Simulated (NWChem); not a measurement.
System: CH3FOTe; SMILES CO[Te]F

Here is an NWChem input.

```
start job
memory heap 200 mb stack 900 mb global 1100 mb
geometry units angstroms noautoz
  Te     0.292080    -0.482492     0.001965
  F     -1.607477    -0.895445     0.012850
  O      0.150560     1.382012    -0.605562
  C     -0.271859     2.367979     0.312668
  H      0.319218     2.360122     1.245472
  H     -0.136757     3.342256    -0.182495
  H     -1.337815     2.252020     0.570996
end
basis spherical
  Te library def2-svp
  F library def2-svp
  O library def2-svp
  C library def2-svp
  H library def2-svp
end
ecp
  Te library def2-ecp
end
dft
  xc xwpbe 0.80 cpbe96 1.0 hfexch 1.00
  cam 0.2 cam_alpha 0.2 cam_beta 0.8
  iterations 150
end
tddft
  nroots 6
  notriplet
end
task tddft energy
```

NWChem printed, in part:

```
             Northwest Computational Chemistry Package (NWChem) 7.3.0
             --------------------------------------------------------

 C1  symmetry detected

                             Geometry "geometry" -> ""
                             -------------------------

 Output coordinates in angstroms (scale by  1.889725989 to convert to a.u.)

  No.       Tag          Charge          X              Y              Z
 ---- ---------------- ---------- -------------- -------------- --------------
    1 Te                  52.0000     0.31440929    -0.47556306     0.02821928
    2 F                    9.0000    -1.57135065    -0.93744690    -0.06944452
    3 O                    8.0000     0.15726785     1.39134960    -0.56796513
    4 C                    6.0000    -0.34062298     2.35576904     0.33520425
    5 H                    1.0000     0.19850505     2.35272280     1.29899299
    6 H                    1.0000    -0.20434191     3.33868134    -0.14225308
    7 H                    1.0000    -1.41569509     2.20948589     0.53335380

 Effective nuclear repulsion energy (a.u.)     378.7925355096

 Summary of "ao basis" -> "ao basis" (spherical)
 ------------------------------------------------------------------------------
       Tag                 Description            Shells   Functions and Types
 ---------------- ------------------------------  ------  ---------------------
 Te                         def2-svp                10       26   4s4p2d
 F                          def2-svp                 6       14   3s2p1d
 O                          def2-svp                 6       14   3s2p1d
 C                          def2-svp                 6       14   3s2p1d
 H                          def2-svp                 3        5   2s1p

            General Information
            -------------------
          SCF calculation type: DFT
          Wavefunction type:  closed shell.
          No. of atoms     :     7
          No. of electrons :    50
           Alpha electrons :    25
            Beta electrons :    25
          Charge           :     0
          Spin multiplicity:     1
          Use of symmetry is: off; symmetry adaption is: off
          Maximum number of iterations: 150
          AO basis - number of functions:    83
                     number of shells:    37
          Convergence on energy requested:  1.00D-06
          Convergence on density requested:  1.00D-05
          Convergence on gradient requested:  5.00D-04

[...]

                                NWChem TDDFT Module
                                -------------------

            General Information
            -------------------
           No. of orbitals :     166
            Alpha orbitals :      83
             Beta orbitals :      83
        Alpha frozen cores :       0
         Beta frozen cores :       0
     Alpha frozen virtuals :       0
      Beta frozen virtuals :       0
         Spin multiplicity :       1
    Number of AO functions :      83
        Use of symmetry is : off
      Symmetry adaption is : off
         Schwarz screening :  0.10D-07

              XC Information
              --------------
              Hartree-Fock (Exact) Exchange   1.00
              LC-wPBE(h)Exchange Functional   0.80
     Perdew 1991 LDA Correlation Functional   1.00 local
    PerdewBurkeErnz. Correlation Functional   1.00 non-local
           Alpha           :  0.20
           Beta            :  0.80
           Gamma           :  0.20

             TDDFT Information
             -----------------
          Calculation type : TDDFT
         Wavefunction type : Restricted singlets
          No. of electrons :      50
           Alpha electrons :      25
            Beta electrons :      25
              No. of roots :       6
          Max subspacesize :    5200
            Max iterations :     100
               Target root :       1
           Target symmetry : none
      Symmetry restriction : off
                 Algorithm : Optimal
        Davidson threshold :  0.10D-03

    6 smallest eigenvalue differences (eV)
--------------------------------------------------------
  No. Spin  Occ  Vir  Irrep   E(Occ)    E(Vir)   E(Diff)
--------------------------------------------------------
    1    1   25   26 a        -0.298    -0.011     7.813
    2    1   25   27 a        -0.298     0.017     8.582
    3    1   24   26 a        -0.382    -0.011    10.101
    4    1   23   26 a        -0.402    -0.011    10.634
    5    1   24   27 a        -0.382     0.017    10.870
    6    1   23   27 a        -0.402     0.017    11.403
--------------------------------------------------------

  Entering Davidson iterations
  Restricted singlet excited states

  Iter   NTrls   NConv    DeltaV     DeltaE      Time
  ----  ------  ------  ---------  ---------  ---------
    1      6       0     0.41E+00   0.10+100       11.2
    2     18       0     0.59E-01   0.45E-01       12.4
    3     30       0     0.26E-01   0.33E-02       16.1
    4     42       0     0.17E-01   0.13E-02       11.0
    5     54       1     0.70E-02   0.37E-03       12.2
    6     64       3     0.31E-02   0.52E-04       13.5
    7     70       5     0.87E-03   0.58E-05       14.6
    8     72       5     0.32E-03   0.47E-06       12.2
    9     74       6     0.79E-04   0.33E-07       11.9
  ----  ------  ------  ---------  ---------  ---------
  Convergence criterion met

  Ground state a        -482.607486814364 a.u.

  ----------------------------------------------------------------------------
  Root   1 singlet a              0.097554507 a.u.                2.6546 eV
  ----------------------------------------------------------------------------
     Transition Moments    X  0.00889   Y  0.03025   Z -0.03489
     Dipole Oscillator Strength                    0.0001438402
     Electric Quadrupole                           0.0000000113
     Magnetic Dipole                               0.0000012632
     Total Oscillator Strength                     0.0001451147

[...]
```

Level: LRC-wPBEh/def2-SVP with def2 effective core potentials on Te, full TDDFT. Geometry: optimised at PBE0/def2-SVP. def2 effective core potentials on Te; no spin-orbit coupling.
